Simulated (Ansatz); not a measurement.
`C=NBI` + H₂ → `BN=C` + HI at 600 K and 1 bar (hydrogenolysis of a B–I bond).

Program: Ansatz. Geometries: PBE0-D4/def2-TZVP. ΔE: electronic, gas phase. CBS: MP2 limit from def2 TZ/QZ plus the TZ coupled-cluster correction, frozen cores. This one scheme is used for every species. Elements past krypton have def2 core potentials. For I outer-core shells are correlated without core-valence functions, which leaves a few kJ/mol of doubt a bond. Each species was taken in one conformer, which may not be the lowest.

```tsv
species	CCSD(T)/CBS energy (Eh)	H − E (kJ/mol)	S (J/(mol·K))
`C=NBI`	-416.81780	158.2	377.1
H₂	-1.17544	43.9	150.8
`BN=C`	-119.93970	171.2	306.0
HI	-298.03592	31.6	227.0
```

H − E and S are ideal-gas, rigid-rotor, harmonic terms from PBE0-D4/def2-TZVP, for one conformer and one mirror image of each species. The MP2-based limit puts H₂ 0.8 mEh under its directly extrapolated value; such offsets cancel only in part. 1 Eh = 2625.50 kJ/mol, R = 8.31446 J/(mol·K).

Q: By hand: ΔE, ΔH, ΔS and ΔG.

A: ΔE = (-119.93970) + (-298.03592) − (-416.81780) − (-1.17544) = 0.01762 Eh = 46.3 kJ/mol. Δ(H − E) = 171.2 + 31.6 − 158.2 − 43.9 = 0.7, so ΔH = 47.0 kJ/mol. ΔS = 306.0 + 227.0 − 377.1 − 150.8 = 5.1 J/(mol·K). ΔG = 47.0 − 600 × (5.1)/1000 = 43.9 kJ/mol.

Q: By hand: the equilibrium constant, and the temperature at which ΔG would vanish if ΔH and ΔS stayed fixed.

A: log₁₀ K = −ΔG/(RT ln 10) = -3.8. ΔG = 0 at ΔH/ΔS = 9216 K, far beyond where these terms or the molecules hold.

The number of gas molecules stays the same, so ΔS is small and ΔH decides. A doubt of 5 kJ/mol in ΔE shifts log₁₀ K by 0.4 here. Other conformers and mirror images would add mixing entropy, several J/(mol·K) or more a flexible species. These are equilibria of isolated gas molecules and say nothing of rates. Largest T1 diagnostic: 0.016 (customary marks: 0.02 for closed shells, 0.045 for open ones).
